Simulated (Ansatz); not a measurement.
Program: Ansatz. Geometries: PBE0-D4/def2-TZVP. ΔE: electronic, gas phase. CCSD(T)/CBS adds triple-zeta CCSD(T) − MP2 to the extrapolated MP2 energy (def2 sets, frozen cores). DFT in def2-TZVPP. For Zn outer-core shells are correlated without core-valence functions, which leaves a few kJ/mol of doubt a bond. Scalar relativity is left out up to krypton. Each species was taken in one conformer, which may not be the lowest.

Consider the formal exchange of groups at a Zn–S bond: `[BH2][Zn][S][SiH3]` + `C=CCCC` → `[BH2][Zn][CH2]C` + `C=CCS[SiH3]`.

| level | ΔE (kJ/mol) |
| --- | --- |
| PBE-D4 | 151.9 |
| r2SCAN-D4 | 164.4 |
| PBE0-D4 | 161.5 |
| ωB97X-V | 161.9 |
| B2PLYP | 161.4 |
| CCSD(T)/def2-TZVPP | 159.8 |
| SCS-MP2/def2-QZVPP | 162.3 |
| CCSD/CBS(def2) | 168.1 |

**Question.** What does CCSD(T)/CBS give? (Best estimate.)

**Answer.** The calculation gave: +164.1 kJ/mol. The listed levels differ from it by -12.2, 0.3, -2.6, -2.2, -2.7, -4.3, -1.8, 4.0 kJ/mol.

Largest T1 diagnostic among the species: 0.014.

The D4 term adds −5.2 kJ/mol with B3LYP and −2.8 kJ/mol with PBE0; it sums over pairs of atoms, weighted by their polarisabilities, and B3LYP, whose exchange is more repulsive, gets the larger term. From PBE to PBE0 (25 % exact exchange), in def2-TZVPP and without D4, ΔE moves by +9.3 kJ/mol.

B3LYP here is the variant with VWN-RPA as its local correlation; programs differ in this.
